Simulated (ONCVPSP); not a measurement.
# How hard is this krypton (Kr) ONCV potential?

ONCVPSP 4.0.1 input, shortened (lines: element, Z, core and valence counts, functional; n l f; lmax; l rc ep ncon nbas qcut; lloc lpopt rc5 dvloc0; l nproj debl; icmod fcfact rcfact), revPBE, scalar-relativistic:

```
  Kr 36.00    5    3  -102130      upf
    1    0    2.00
    2    0    2.00
    2    1    6.00
    3    0    2.00
    3    1    6.00
    3    2   10.00
    4    0    2.00
    4    1    6.00
    2
    0    1.10    0.00    3    7    5.50
    1    1.70    0.00    5    8    4.80
    2    1.00    0.00    4    9   12.40
    4    5    1.00    0.00
    0    2    1.40
    1    2    2.10
    2    3    2.30
    3    3.25    1.75
```

In the d channel the program set the typed energies aside and used -2.989, 0.250, 2.550 Ha.

Question: For each optimised wave give the share of its norm inside rc, the residual kinetic energy above qcut (Ha) and the cutoffs (Ha) for errors of 10, 1, 0.1 and 0.01 mHa per electron.

Answer:

| wave | norm inside rc | residual KE | 10 mHa | 1 mHa | 0.1 mHa | 0.01 mHa |
| --- | --- | --- | --- | --- | --- | --- |
| 4s | 0.187 | 2.0e-03 | 10.4 | 43.7 | 125.2 | 238.2 |
| s projector 2 | 0.061 | 1.5e-03 | 11.1 | 16.4 | 157.6 | 195.0 |
| 4p | 0.437 | 2.5e-03 | 4.4 | 21.1 | 56.1 | 67.0 |
| p projector 2 | 0.096 | 2.8e-03 | 5.7 | 14.6 | 47.8 | 85.5 |
| 3d | 0.934 | 4.3e-03 | 72.1 | 202.3 | 318.5 | 471.8 |
| d projector 2 | 0.014 | 5.2e-04 | 58.0 | 73.2 | 118.3 | 341.1 |
| d projector 3 | 0.058 | 4.3e-03 | 71.9 | 89.9 | 259.4 | 475.8 |

The occupied waves need 202 Ha and 318 Ha for 1 and 0.1 mHa. Note: ghosts flagged at negative energy: s at -1202.1 eV; GHOST(+) flagged for s at 106.9 eV. A true bound ghost makes a file unfit for plane-wave use.
